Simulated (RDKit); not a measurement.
Input file for RDKit: UFF on BH3S (SMILES BS), a point of a torsion scan.

```python
from rdkit import Chem
from rdkit.Chem import AllChem, rdDetermineBonds

blocks = [
'''5

B    -0.57299428   -0.00831324   -0.09994972
S     1.09799036   -0.42569719    0.34714806
H    -1.36900979   -0.84459300   -0.27157999
H    -0.92943490    1.05600808    0.23263494
H     1.40085781   -1.18331535   -0.70348127
''',
]
mol = None
for b in blocks:
    f = Chem.MolFromXYZBlock(b)
    rdDetermineBonds.DetermineBonds(f, charge=0)
    mol = f if mol is None else Chem.CombineMols(mol, f)
Chem.SanitizeMol(mol)
print(Chem.MolToSmiles(Chem.RemoveHs(mol)))
ff = AllChem.UFFGetMoleculeForceField(mol, vdwThresh=100.0, ignoreInterfragInteractions=False)
e = ff.CalcEnergy()
print(f'UFF energy {e:.6f} kcal/mol')
```

It printed:

```
BS
UFF energy 8.502367 kcal/mol
```

The run finished.

Cost: around 0.020 core-seconds (rough).
